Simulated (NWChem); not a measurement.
CH₅BS; SMILES BSC

```xyz
8

B     -0.5939    -1.4640     0.1154
H     -0.1708    -2.5721    -0.0015
H     -1.6876    -1.2339     0.5331
S      0.4993    -0.1597    -0.3692
C     -0.4288     1.4021    -0.0746
H     -0.5213     1.9436    -1.0188
H      0.1266     2.0160     0.6381
H     -1.4208     1.1809     0.3230
```
Atoms are numbered in this order, from 1.

Program: NWChem. Pople sets run with spherical d functions. All runs use the structure optimised with B3LYP/6-31G* (spherical d). GIAO values for the isolated, static molecule; σ is the absolute isotropic shielding, δ = σ(reference) − σ with the isolated reference molecule computed at the same levels (11B: boron trifluoride, 13C: tetramethylsilane, 1H: tetramethylsilane).

For level B3LYP/6-311G**:

| Property | Value |
|---|---|
| δ B1 (ppm) | 58.3 |
| δ H2 (ppm) | 6.97 |

Task: Estimate the same quantities for level B3LYP/IGLO-III.

Result: 
* **δ B1 (ppm)**: 60.2
* **δ H2 (ppm)**: 6.67
